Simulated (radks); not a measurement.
Values are calculated unless marked as measured or tabulated.
Problem. The table gives one normalised radial function P(r) = r R(r) of Al+ in [Ne] 3s2 (r in bohr). Level of theory: non-relativistic Kohn-Sham, TPSS, spin-polarised, spherical densities, point nucleus; meta-GGA in the generalised Kohn-Sham scheme (a radial shooting solver on a logarithmic mesh with Libxc functionals).

r	P
0.008995	0.0509
0.01143	0.0626
0.01465	0.0768
0.01863	0.0925
0.02368	0.1097
0.0301	0.1273
0.03858	0.1443
0.04904	0.1567
0.06234	0.1610
0.07989	0.1517
0.1016	0.1235
0.1291	0.0718
0.1641	-0.0049
0.2103	-0.1046
0.2674	-0.2056
0.3399	-0.2851
0.4356	-0.3108
0.5537	-0.2539
0.7039	-0.1080
0.8948	0.1107
1.147	0.3648
1.458	0.5748
1.853	0.6950
2.375	0.6773
3.019	0.5281
3.838	0.3206
4.879	0.1501
6.252	0.0485
7.948	0.0107

Which n and l does it have? It may be an empty orbital.

Solution. n = 3, l = 0: the number of nodes gives n - l - 1 = 2, the rise at small r (about r^(l+1)) gives l, and the extent must fit the shell. The curve is that of 3s. 3s: eigenvalue -14.846 eV, 2 radial nodes at r = 0.162, 0.798 bohr, <r> = 2.39 bohr, 90 % of the charge inside 3.59 bohr.
